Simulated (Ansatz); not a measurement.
Geometry optimisation, RKS revPBE-D4/def2-SVP in Ansatz.

Input file:

```yaml
crystal:
  periodic: [false, false, false]
  atoms:
    - { symbol: B, position_ang: [0.054907, -0.149701, -0.03421] }
    - { symbol: Cl, position_ang: [0.028546, -0.850194, 1.668445] }
    - { symbol: "N", position_ang: [1.263489, -0.139852, -0.722075] }
    - { symbol: H, position_ang: [2.148805, -0.445401, -0.316861] }
    - { symbol: H, position_ang: [1.343565, 0.265249, -1.654677] }
    - { symbol: H, position_ang: [-0.991309, 0.218242, -0.513244] }
    - { symbol: Br, position_ang: [0.212687, 2.91038, 1.040852] }
    - { symbol: H, position_ang: [0.01981, 1.704278, 1.920069] }
basis:
  gaussian: { orbitals: def2-SVP }
hamiltonian:
  xc: revpbe
  dispersion: d4
relax:
  f_tol: 0.03
  max_steps: 50
output:
  orbitals: {}
```

Command:

```bash
$ ansatz run input.yaml --threads 2 --pin off --max-ram 3072MiB --backend cpu --events-out ev --progress --plain --runs-dir out
```

Task: Where does it end, and by what steps?

Result: The run converged. After 32 steps the energy has fallen by 0.207 eV; H6 moved furthest, 1.82 Å.

```
step  energy less start (eV)  largest force component (eV/Å)  accepted
   0                  0.0000                           0.939       yes
   2                 -0.0929                           0.363       yes
   4                 -0.1117                           0.378       yes
   6                 -0.1186                           0.114       yes
   8                 -0.1204                           0.036       yes
  10                 -0.1216                           0.062       yes
  12                 -0.1211                           0.317        no
  14                 -0.1266                           0.111       yes
  16                 -0.1273                           0.489        no
  18                 -0.1426                           0.075       yes
  20                 -0.1586                           0.395       yes
  22                 -0.1698                           0.384        no
  24                 -0.1920                           0.059       yes
  26                 -0.2022                           0.154       yes
  28                 -0.2051                           0.159       yes
  30                 -0.2068                           0.040       yes
  32                 -0.2070                           0.006       yes
```

```xyz
8
Properties=species:S:1:pos:R:3
B -0.089 -0.555 -0.234
Cl -0.835 -0.147 1.357
N 0.957 0.216 -0.736
H 1.356 1.030 -0.260
H 1.391 0.001 -1.634
H -0.537 -1.513 -0.825
Br 1.413 2.774 1.827
H 0.424 1.708 1.894
```

Whether the end is a true minimum wasn't checked by a vibrational analysis.

The run took 62 s on 2 threads of Arm Neoverse V2, with other jobs on the host, peak memory 0.14 GiB.
